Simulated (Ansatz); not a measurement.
Relaxation of trans-NiBr2(PH3)2 (NiP₂H₆Br₂) with RKS r2SCAN-D4/def2-SVP.

```sh
$ ansatz run in.yaml --threads 4 --pin off --events-out ev --progress --plain --max-ram 4787MiB
```

```yaml
crystal:
  periodic: [false, false, false]
  atoms:
    - {symbol: Br, position_ang: [2.302550, 0.004240, 0.024510]}
    - {symbol: Br, position_ang: [-2.235900, -0.001700, -0.025810]}
    - {symbol: Ni, position_ang: [0.037390, -0.000000, -0.001990]}
    - {symbol: P, position_ang: [-0.000580, 2.136530, 0.081650]}
    - {symbol: P, position_ang: [0.014200, -2.137360, -0.081500]}
    - {symbol: H, position_ang: [-1.018210, 2.839940, 0.698170]}
    - {symbol: H, position_ang: [-0.146270, 2.716580, -1.168030]}
    - {symbol: H, position_ang: [1.071820, 2.907510, 0.498050]}
    - {symbol: H, position_ang: [-0.998210, -2.851460, -0.695680]}
    - {symbol: H, position_ang: [-0.119840, -2.717310, 1.169450]}
    - {symbol: H, position_ang: [1.093050, -2.896970, -0.498810]}
basis:
  gaussian: {orbitals: def2-SVP}
hamiltonian: {xc: r2scan, dispersion: d4}
scf: {lower_state_search: "off"}
output: {orbitals: {seedname: orbitals}}
relax: {f_tol: 0.02, max_steps: 100}
```

Hardware: 4 threads of Arm Neoverse N1 on a shared host. Wall time 23 s.

Positions (Å) and forces (eV/Å) at steps 1, 2, 3 of 3:

```xyz
11
step=1 energy=-199784.7203 eV
Br    2.303    0.004    0.025    0.419   -0.001    0.004
Br   -2.236   -0.002   -0.026   -0.428   -0.004   -0.006
Ni    0.037    0.000   -0.002    0.010   -0.001    0.007
P    -0.001    2.137    0.082    0.059   -0.505   -0.016
P     0.014   -2.137   -0.082    0.038    0.522    0.006
H    -1.018    2.840    0.698   -0.718    0.286    0.479
H    -0.146    2.717   -1.168   -0.087    0.289   -0.831
H     1.072    2.908    0.498    0.742    0.294    0.308
H    -0.998   -2.851   -0.696   -0.707   -0.289   -0.466
H    -0.120   -2.717    1.169   -0.088   -0.288    0.833
H     1.093   -2.897   -0.499    0.759   -0.303   -0.319
11
step=2 energy=-199784.8523 eV
Br    2.325    0.003    0.025    0.079    0.002    0.002
Br   -2.270   -0.004   -0.027   -0.080    0.000   -0.001
Ni    0.032    0.000   -0.001   -0.007   -0.002   -0.003
P    -0.004    2.156    0.051    0.045   -0.223    0.053
P     0.013   -2.156   -0.052    0.028    0.229   -0.052
H    -1.047    2.818    0.726   -0.167    0.117    0.104
H    -0.150    2.757   -1.216   -0.031    0.132   -0.219
H     1.117    2.877    0.512    0.157    0.109    0.057
H    -1.027   -2.829   -0.722   -0.165   -0.117   -0.102
H    -0.124   -2.754    1.217   -0.027   -0.134    0.222
H     1.137   -2.868   -0.514    0.166   -0.112   -0.061
11
step=3 energy=-199784.8617 eV
Br    2.329    0.005    0.026   -0.004   -0.003    0.000
Br   -2.280   -0.004   -0.027    0.014    0.001    0.000
Ni    0.029    0.000   -0.002    0.000    0.000    0.001
P    -0.003    2.166    0.046   -0.002   -0.006    0.007
P     0.013   -2.166   -0.047    0.000    0.008   -0.008
H    -1.048    2.834    0.732   -0.010    0.007    0.010
H    -0.155    2.787   -1.222   -0.005    0.001   -0.017
H     1.126    2.889    0.509    0.009    0.002    0.003
H    -1.029   -2.845   -0.727   -0.009   -0.007   -0.009
H    -0.128   -2.786    1.223   -0.004    0.000    0.017
H     1.147   -2.880   -0.512    0.010   -0.005   -0.004
```
